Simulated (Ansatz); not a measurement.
Geometry optimisation, UKS LDA/6-31G* (Ansatz 0.2.0).

Input file:

```yaml
crystal:
  periodic: [false, false, false]
  atoms:
    - { symbol: Si, position_ang: [0.6791, 0.1032, 0.2216] }
    - { symbol: S, position_ang: [0.3572, -0.9704, -2.0392] }
    - { symbol: "N", position_ang: [0.3688, 1.473, -0.6923] }
    - { symbol: H, position_ang: [0.3758, 0.8168, -1.8575] }
    - { symbol: H, position_ang: [1.9725, -0.4655, 0.596] }
    - { symbol: C, position_ang: [-0.6744, -0.5088, 1.3969] }
    - { symbol: H, position_ang: [-0.9671, -0.962, -1.9697] }
    - { symbol: H, position_ang: [0.7459, 2.4013, -0.5978] }
    - { symbol: H, position_ang: [-0.6943, -1.5934, 1.469] }
    - { symbol: H, position_ang: [-0.5059, -0.1182, 2.3971] }
    - { symbol: H, position_ang: [-1.6578, -0.1759, 1.076] }
magnetization:
  spin_polarized: true
basis:
  gaussian: { orbitals: "6-31G*" }
hamiltonian:
  xc: lda
relax:
  f_tol: 0.15
  max_steps: 25
  restrain:
    - { distance: [3, 1], at: 1.36, k: 30.0 }
    - { distance: [0, 1], at: 3.46, k: 30.0 }
    - { distance: [3, 2], at: 2.32, k: 30.0 }
output:
  orbitals: {}
```

Run as:

```bash
$ ansatz run input.yaml --threads 2 --pin off --max-ram 3072MiB --backend cpu --events-out ev --progress --plain --runs-dir out
```

Task: Where does it end, and by what steps?

Result: The forces met the threshold. The restraints hold the end off the free minimum. After 11 steps the energy has risen by 0.634 eV (the restraints' own energy left out); H5 moved furthest, 0.78 Å. Parted: Si1–S2. Joined: S2–H4.

```csv
step,energy less start (eV),largest force component (eV/Å),accepted
0,0.0000,2.466,yes
1,0.9568,2.623,yes
2,1.0467,2.522,yes
3,0.9715,1.605,yes
4,0.7617,0.664,yes
5,0.7066,0.422,yes
6,0.7094,0.754,no
7,0.6702,0.237,yes
8,0.6567,0.291,yes
9,0.6440,0.254,yes
10,0.6373,0.210,yes
11,0.6343,0.233,yes
```

```xyz
11
Properties=species:S:1:pos:R:3
Si 0.791 0.486 0.635
S -0.004 -1.046 -2.360
N 0.472 1.766 -0.303
H 0.016 0.278 -2.018
H 2.141 0.037 1.167
C -0.616 -0.527 1.279
H -1.324 -1.167 -2.042
H 1.250 2.366 -0.611
H -0.452 -1.601 1.082
H -0.718 -0.388 2.373
H -1.555 -0.203 0.798
```

Run time: 23 s on 2 threads of Arm Neoverse V1 (shared host), peak memory 0.16 GiB.
